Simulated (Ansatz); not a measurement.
Gas-phase reaction in SMILES: [SeH] (HSe) -> [SeH-] (an electron is taken up)
Each molecule is optimised on its own at B3LYP-D3(BJ)/def2-TZVP (Ansatz, an electronic-structure program).

Wanted: adiabatic electron affinity (electronic energy difference), positive where the reaction releases energy, in eV. Correlated levels leave the core frozen unless marked. UHF or UKS for open shells. Spin-orbit coupling is left out. Frozen are the shells of the preceding noble gas and the d and f shells that filled before the atom's block. Non-relativistic. Anions need diffuse functions: aug- sets have them; def2-D sets add few; the other sets have none. CBS marks a two-point X^-3 extrapolation of the correlation energy; Hartree-Fock from the larger set.

```csv
level,program,adiabatic electron affinity (eV)
HF/cc-pV5Z,Ansatz,1.15
r2SCANh-D4/def2-TZVPD,Ansatz + dftd4,2.26
B2GP-PLYP/def2-TZVPD,Ansatz,2.22
MP2/6-31G*,Ansatz,1.57
MP2/def2-SVPD,Ansatz,2.15
SCS-MP2/def2-TZVPP,Ansatz,1.92
```

Problem. What does CCSD(T)/CBS(aug-cc-pVTZ,aug-cc-pVQZ) (Ansatz) give?

Solution. 2.36 eV
